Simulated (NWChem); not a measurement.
Molecule: BNH3Cl; SMILES NBCl

```xyz
6

B     -0.5789     0.5333     0.0000
H     -1.7746     0.6763     0.0000
Cl     0.0898    -1.1080     0.0000
N      0.2752     1.6253     0.0000
H     -0.0673     2.5768     0.0000
H      1.2840     1.5394     0.0000
```
Atoms are numbered in this order, from 1.

Structure relaxed at the PBE0/def2-SVP level.

Symmetry labels are those of Cs in the frame above (b1 and b2, or b-type labels, depend on it).

List the 4 lowest vertical singlet excitations from PBE0/def2-SVPD, TDA (NWChem).


```tsv
state	energy (eV)	oscillator strength	symmetry	leading excitation (squared amplitude)
S1	7.03	0.002	a"	HOMO−1 → LUMO (0.99)
S2	7.55	0.010	a"	HOMO → LUMO+1 (0.97)
S3	7.68	0.109	a'	HOMO → LUMO (0.71)
S4	8.10	0.172	a'	HOMO−1 → LUMO+1 (0.73)
```
